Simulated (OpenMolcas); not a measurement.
# CH6O2Si (SMILES C[SiH](O)O): the vertical ionisation energy from total energies

The species is CH6O2Si (10 atoms), meant as a singlet with charge 0. SMILES: `C[SiH](O)O`. The coordinates come from a PBE0-D4/def2-TZVP relaxation. This is one conformer, not always the lowest.

```xyz
10

C    -1.2930    0.3478   -0.1464
Si    0.5175    0.1800    0.2068
O     0.6504   -1.1560    1.1608
O     1.4250    0.0585   -1.1616
H    -1.6811   -0.5498   -0.6356
H    -1.8534    0.4891    0.7808
H    -1.4844    1.2038   -0.7974
H     1.0886    1.3699    0.8847
H     1.5215   -1.3669    1.4998
H     1.1921   -0.6276   -1.7889
```

Both states at this one shape; open shells run unrestricted unless said. 1 Eh = 27.2114 eV.

| level | program | singlet CH6O2Si (Eh) | doublet CH6O2Si+ (Eh) | HOMO of the first (eV) |
| --- | --- | --- | --- | --- |
| r2SCAN/cc-pVDZ | OpenMolcas | -481.626010 | -481.248566 | -7.13 |
| B3LYP/6-31G* (spherical functions) | OpenMolcas | -481.742344 | -481.356283 | -8.02 |

Work out the vertical ionisation energy at each level.


1. r2SCAN/cc-pVDZ: -481.248566 − (-481.626010) = 0.377444 Eh = 10.27 eV; −ε(HOMO) = 7.13 eV.
2. B3LYP/6-31G* (spherical functions): -481.356283 − (-481.742344) = 0.386061 Eh = 10.51 eV; −ε(HOMO) = 8.02 eV.

No measured value is set beside it here; the levels span 10.27 to 10.51 eV. In semi-local functionals −ε(HOMO) lies far under the ionisation energy, a result of self-interaction, while the difference of totals does much better.
